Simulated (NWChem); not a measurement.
Program: NWChem. System: H₄BFS, charge 0, spin multiplicity 1, at a geometry optimised with PBE/def2-SVP. The structure started from a generated list of species. Level: G0W0@PBE/def2-TZVPD, RI basis def2-tzvpd-rifit.

The NWChem input:

```
start mol
memory heap 200 mb stack 700 mb global 1700 mb
geometry units angstroms nocenter noautoz
  B      0.863730    -0.766489     0.000000
  H      0.734872    -1.369999     1.060431
  H      0.734872    -1.369999    -1.060431
  F      1.702760     0.312662     0.000000
  S     -1.189639     0.104714     0.000000
  H     -1.039510     1.041530     0.980830
  H     -1.039510     1.041530    -0.980830
  symmetry group Cs
end
basis spherical
  * library def2-tzvpd
end
basis "ri basis" bse spherical
  * library def2-tzvpd-rifit
end
dft
  xc xpbe96 cpbe96
  iterations 100
  direct
  tolerances tight
end
task dft energy
gw
  method cdgw
  states alpha occ 4 vir 2
end
task dft gw
```

NWChem printed:

```
             Northwest Computational Chemistry Package (NWChem) 7.3.0
             --------------------------------------------------------

                                NWChem Input Module
                                -------------------

 Scaling coordinates for geometry "geometry" by  1.889725989
 (inverse scale =  0.529177249)

 Turning off AUTOSYM since
 SYMMETRY directive was detected!

                             Geometry "geometry" -> ""
                             -------------------------

 Output coordinates in angstroms (scale by  1.889725989 to convert to a.u.)

  No.       Tag          Charge          X              Y              Z
 ---- ---------------- ---------- -------------- -------------- --------------
    1 B                    5.0000     0.86373000    -0.76648900     0.00000000
    2 H                    1.0000     0.73487200    -1.36999900     1.06043100
    3 H                    1.0000     0.73487200    -1.36999900    -1.06043100
    4 F                    9.0000     1.70276000     0.31266200     0.00000000
    5 S                   16.0000    -1.18963900     0.10471400     0.00000000
    6 H                    1.0000    -1.03951000     1.04153000     0.98083000
    7 H                    1.0000    -1.03951000     1.04153000    -0.98083000

 Effective nuclear repulsion energy (a.u.)      96.3305770921

            Nuclear Dipole moment (a.u.)
            ----------------------------
        X                 Y               Z
 ---------------- ---------------- ----------------
    -0.0000188973    -0.0000018897     0.0000000000

      Symmetry information
      --------------------

 Group name             Cs
 Group number              2
 Group order               2
 No. of unique centers     5

      Symmetry unique atoms

     1    2    4    5    6


 Summary of "ao basis" -> "" (spherical)
 ------------------------------------------------------------------------------
       Tag                 Description            Shells   Functions and Types
 ---------------- ------------------------------  ------  ---------------------
 *                         def2-tzvpd                 on all atoms

 new library libraries.bse/

 Summary of "ri basis" -> "" (spherical)
 ------------------------------------------------------------------------------
       Tag                 Description            Shells   Functions and Types
 ---------------- ------------------------------  ------  ---------------------
 *                      def2-tzvpd-rifit              on all atoms

  pbe96 is a nonlocal functional; adding pw91lda local functional.

                                 NWChem DFT Module
                                 -----------------

 Summary of "ao basis" -> "ao basis" (spherical)
 ------------------------------------------------------------------------------
       Tag                 Description            Shells   Functions and Types
 ---------------- ------------------------------  ------  ---------------------
 B                         def2-tzvpd               13       37   6s3p3d1f
 H                         def2-tzvpd                5        9   3s2p
 F                         def2-tzvpd               14       40   6s4p3d1f
 S                         def2-tzvpd               16       46   6s6p3d1f

 Summary of "ao basis" -> "ao basis" (spherical)
 ------------------------------------------------------------------------------
       Tag                 Description            Shells   Functions and Types
[...]
  ----- ------------  ---------------      ----- ------------  ---------------
    64      0.291284  4 F  pz                 9     -0.238122  1 B  pz
    67      0.232148  4 F  pz                39     -0.198407  2 H  s
    48      0.198407  3 H  s                 70      0.166180  4 F  pz
    12     -0.158603  1 B  pz                40     -0.146385  2 H  s
    49      0.146385  3 H  s                 38     -0.132590  2 H  s

 Vector   18  Occ=0.000000D+00  E=-5.590386D-02  Symmetry=a"
              MO Center= -1.1D+00,  3.7D-01, -2.2D-13, r^2= 3.1D+00
   Bfn.  Coefficient  Atom+Function         Bfn.  Coefficient  Atom+Function
  ----- ------------  ---------------      ----- ------------  ---------------
   113      0.433360  5 S  pz               116      0.281922  5 S  pz
   143     -0.267657  6 H  s                152      0.267657  7 H  s
   144     -0.177031  6 H  s                153      0.177031  7 H  s
   131     -0.167604  5 S  d -1             110      0.158054  5 S  pz
   149     -0.145437  6 H  py               158      0.145437  7 H  py

 Vector   19  Occ=0.000000D+00  E=-4.871163D-02  Symmetry=a'
              MO Center= -1.1D+00,  8.4D-01,  1.9D-13, r^2= 5.9D+00
   Bfn.  Coefficient  Atom+Function         Bfn.  Coefficient  Atom+Function
  ----- ------------  ---------------      ----- ------------  ---------------
     5      1.204875  1 B  s                  6     -0.819075  1 B  s
   101     -0.517305  5 S  s                 99      0.339577  5 S  s
   112      0.304569  5 S  py                61     -0.262163  4 F  s
   100      0.256944  5 S  s                 14      0.251846  1 B  py
   118     -0.246071  5 S  py               117      0.220588  5 S  px

 Vector   20  Occ=0.000000D+00  E=-1.968734D-02  Symmetry=a'
              MO Center= -6.0D-01, -1.3D-01, -1.3D-13, r^2= 7.6D+00
   Bfn.  Coefficient  Atom+Function         Bfn.  Coefficient  Atom+Function
  ----- ------------  ---------------      ----- ------------  ---------------
     5      1.463412  1 B  s                117     -0.495101  5 S  px
     6     -0.451443  1 B  s                 10     -0.333237  1 B  px
   118      0.326668  5 S  py                40     -0.314822  2 H  s
    49     -0.314822  3 H  s                 61     -0.286594  4 F  s
     7     -0.276995  1 B  px               115      0.261851  5 S  py

 center of mass
 --------------
 x =   0.09188029 y =   0.00536499 z =   0.00000000

 moments of inertia (a.u.)
 ------------------
          67.317274131232          19.203803228168           0.000000000000
          19.203803228168         413.749011363391           0.000000000000
           0.000000000000           0.000000000000         451.028369724540

     Multipole analysis of the density
     ---------------------------------

     L   x y z        total         alpha         beta         nuclear
     -   - - -        -----         -----         ----         -------
     0   0 0 0     -0.000000    -17.000000    -17.000000     34.000000

     1   1 0 0     -1.107572     -0.553776     -0.553776     -0.000019
     1   0 1 0      0.615061      0.307531      0.307531     -0.000002
     1   0 0 1      0.000000      0.000000      0.000000      0.000000

     2   2 0 0    -22.234913   -110.589030   -110.589030    198.943147
     2   1 1 0     -1.336965      7.707023      7.707023    -16.751012
     2   1 0 1      0.000000      0.000000      0.000000      0.000000
     2   0 2 0    -19.718990    -27.565098    -27.565098     35.411206
     2   0 1 1     -0.000000     -0.000000     -0.000000      0.000000
     2   0 0 2    -18.776014    -16.839180    -16.839180     14.902347

 Task  times  cpu:       18.8s     wall:       18.8s

                                NWChem Input Module
                                -------------------

                                 NWChem GW Module
                                 ----------------

                             ***********************
                             ***        GW       ***
                             ***********************

 Summary of "ri basis" -> "ri basis" (spherical)
 ------------------------------------------------------------------------------
       Tag                 Description            Shells   Functions and Types
 ---------------- ------------------------------  ------  ---------------------
 B                      def2-tzvpd-rifit            26       92   9s7p5d4f1g
 H                      def2-tzvpd-rifit            10       24   5s3p2d
 F                      def2-tzvpd-rifit            26       92   9s7p5d4f1g
 S                      def2-tzvpd-rifit            33      129   10s8p7d6f2g

                 Memory Information
                 ------------------
          Available GA per process is          1699.8 MBs
          Available stack per process is        700.0 MBs
          Available heap per process is           0.0 MBs

          Peak memory in Initialization
              Peak GA per process is                 10.9 MBs
              Peak stack per process is               0.3 MBs
              Peak heap per process is               11.4 MBs
              Memory not in MA per process            0.0 MBs

          Peak memory in CDGW Calculation
              Peak GA per process is                 13.6 MBs
              Peak stack per process is               2.6 MBs
              Peak heap per process is                3.1 MBs
              Memory not in MA per process            0.0 MBs

          Computing 2-center integrals
          Computing Inverse Cholesky factor
          Computing 3-center integrals
          Computing Vxc

          Computing Sigma_x
          Computing W(iw) on the imaginary grid
          Solving quasiparticle equations

                  Alpha Orbitals
          State     Energy (eV)     Error (eV)
          -----------------------------------
@GW        14        -13.566           0.002
@GW        15        -12.934           0.003
@GW        16        -10.502           0.002
@GW        17        -10.409           0.003
@GW        18          1.463           0.002
@GW        19          0.949           0.005

     GW Timing Statistics
   ------------------------
   Init.   :          0.1s
     ERIs  :          1.3s
     Distr.:          0.0s
     Vxc   :          0.3s
   Vmo     :          0.0s
   iW      :          2.4s
   I_n     :          0.0s
   R_n     :          0.6s
   GW total:          4.6s

 Task  times  cpu:        4.6s     wall:        4.6s

 Total times  cpu:       23.4s     wall:       23.4s
```
